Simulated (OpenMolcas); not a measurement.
# Ga: effect of the IPEA shift

```yaml
Program: OpenMolcas
Basis: ANO-RCC-VQZP [7s6p4d2f1g]
Scalar_Hamiltonian: DKH2, point nucleus
Active_space: 3 electrons in 9 orbitals (RAS2 4s 4p; RAS3 4d, at most 2 electrons)
State_averaging: 2S+1 = 4 odd, 1 root (0 in the spin-orbit step); 2S+1 = 2 odd, 3 roots; 2S+1 = 4 even, 3 roots; 2S+1 = 2 even, 5 roots
Spin-orbit_coupling: RASSI with atomic mean-field integrals over the reference wave functions, term energies averaged over their components
```

Methods on the same reference wave functions:
A. RASSCF
B. SS-RASPT2, IPEA 0.25 Eh, imaginary shift 0.1 Eh (closed shells correlated: 3d)
C. SS-RASPT2, IPEA 0.5 Eh, imaginary shift 0.1 Eh (closed shells correlated: 3d)

Energies in cm-1 above 4s2 4p 2P* 1/2, the measured ground level; measured values from NIST Handbook of Basic Atomic Spectroscopic Data.

```
         Level      A      B      C  Measured
4s2 4p 2P* 1/2    0.0    0.0    0.0       0.0
4s2 4p 2P* 3/2    829    829    829       826
 4s 4p2 4P 1/2  32477  37100  37160          
 4s 4p2 4P 3/2  32766  37390  37450          
 4s 4p2 4P 5/2  33243  37870  37930
```

Between B and C the level of the table that moves most is 4s 4p2 4P 5/2, by 61 cm-1 (lowest in B, highest in C). Moves below CASPT2's spread within the term are not significant.

The lowest spin-free term lies below A's lowest term by 0.463 hartree in B, 0.462 hartree in C.

Term energies are means over components that CASPT2 splits; among the terms shown or strongly mixed into the levels shown the widest spread is 18 cm-1 (4s2 4p 2P*, C). Some high roots are left out of the spin-orbit mixing, which shifts the levels that they would mix with. Active for correlation alone: 4d; no level in the range computed is led by a configuration that fills it, so any true level of that kind is missing. Without dynamic correlation excited terms often stand tens of per cent too high (terms of higher spin than the ground term too low), and those without a measured partner can miss by more than the paired ones (holds for A). Some terms mix strongly with configurations of 4d, whose occupation reaches 0.21 (4s 4p2 2D) (holds for A). Only configurations of the active space appear. Levels that lie high or do not pair safely by name in every column are left out.

* marks odd parity.
